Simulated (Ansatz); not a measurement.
Two isomers of C3H7GeN: A = `[CH3][GeH]([CH3])[C]#N`, B = `CC#[C][GeH2][NH2]`.

Gas-phase electronic energies from Ansatz, PBE0-D4/def2-TZVP geometries. CCSD(T)/CBS adds triple-zeta CCSD(T) − MP2 to the extrapolated MP2 energy (def2 sets, frozen cores). DFT in def2-TZVPP. B3LYP here is the variant with VWN-RPA as its local correlation; programs differ in this. For Ge outer-core shells are correlated without core-valence functions, which leaves a few kJ/mol of doubt a bond. Scalar relativity is left out up to krypton. One conformer a species, not always the lowest.

Question: Which isomer does CCSD(T)/CBS put lower? Give the gap. (Estimate.)

Answer: The calculation gave: A, by 31.7 kcal/mol.

Question: Give E(B) − E(A) in kcal/mol with PBE0-D4, B3LYP-D4, PBE-D4, CCSD(T)/def2-TZVPP, MP2/def2-TZVPP, CCSD/def2-TZVPP, ωB97M-V. (An estimate is asked.)

Answer: Computed: PBE0-D4 30.3, B3LYP-D4 30.8, PBE-D4 30.3, CCSD(T)/def2-TZVPP 33.8, MP2/def2-TZVPP 33.5, CCSD/def2-TZVPP 33.7, ωB97M-V 32.2. None reverses the order clearly.

Largest T1 diagnostic: 0.011.

In def2-TZVPP, CCSD(T) changes the Hartree–Fock value by +2.1 kcal/mol (the triples alone add +0.1 kcal/mol) and MP2 by +1.8 kcal/mol.
